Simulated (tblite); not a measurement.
C5H12O2Si.
SMILES with atom numbers: `[CH3:1][CH:2]([CH3:3])[CH2:4][C:5](=[O:6])[O:7][SiH3:8]` (hydrogens: H9, H10, H11 on C1; H12 on C2; H13, H14, H15 on C3; H16, H17 on C4; H18, H19, H20 on Si8)

Structure optimised with GFN2-xTB, isolated species.

(1) List the bond lengths, angles and torsions at this level.

Answers

(1) 
| bond | length (Å) |
| --- | --- |
| C1–C2, C2–C3 | 1.526 |
| C2–C4 | 1.531 |
| C4–C5 | 1.507 |
| C5=O6 | 1.202 |
| C5–O7 | 1.329 |
| O7–Si8 | 1.663 |
| C1–H9 and 5 like bonds | 1.088 |
| C2–H12 | 1.095 |
| C4–H16, C4–H17 | 1.093 |
| Si8–H18, Si8–H19, Si8–H20 | 1.457 |

Bonds in one row agree within 0.01 Å and their mean is given. A selection of angles:
| angle | degrees |
| --- | --- |
| C2–C1–H9 | 110.4 |
| C2–C1–H10 | 111.0 |
| H9–C1–H10 | 108.5 |
| C1–C2–C3 | 110.6 |
| C1–C2–C4 | 110.2 |
| C1–C2–H12 | 109.2 |
| C3–C2–H12 | 108.5 |
| C4–C2–H12 | 107.9 |
| H14–C3–H15 | 108.8 |
| C2–C4–C5 | 113.0 |
| C2–C4–H16 | 110.1 |
| C2–C4–H17 | 111.2 |
| C5–C4–H16 | 106.5 |
| C5–C4–H17 | 108.5 |
| H16–C4–H17 | 107.3 |
| C4–C5–O6 | 125.7 |
| C4–C5–O7 | 112.4 |
| O6–C5–O7 | 121.9 |
| C5–O7–Si8 | 122.5 |
| O7–Si8–H18 | 109.1 |
| O7–Si8–H20 | 97.6 |
| H18–Si8–H19 | 111.9 |
| H18–Si8–H20 | 113.9 |

Torsions: C1–C2–C4–C5 168° (antiperiplanar); C2–C4–C5–O6 -19° (synperiplanar); C4–C5–O7–Si8 178° (antiperiplanar). The mirror-image conformer, all signs reversed, is as good.

The 2 C–O bonds span 1.202 Å (C5=O6, drawn double) to 1.329 Å (C5–O7, drawn single), a spread of 0.127 Å. The C–C distances run from 1.507 Å (C4–C5, drawn single) to 1.531 Å (C2–C4, drawn single), a spread of 0.024 Å. O7 (oxygen singly bound to a carbonyl carbon) is bent (angle 122.5°). Si8 (oxygen-bound silicon) is distorted tetrahedral (angles from 97.6° to 113.9°). Of the pairs four or more bonds apart, C5···H15 is among the closest relative to their van der Waals radii: 2.76 Å, 95 % of the sum of Bondi's values.

Point group: C1 (no symmetry element, even within 0.4 Å). Its GFN2-xTB frequencies are all real (lowest 21 cm⁻¹). The numbers are those of one conformer.

On one thread, Intel Xeon at 2.50 GHz (x86_64), on a shared host, this took 0.8 s of wall time. This is the geometry optimisation.

These are computed values.
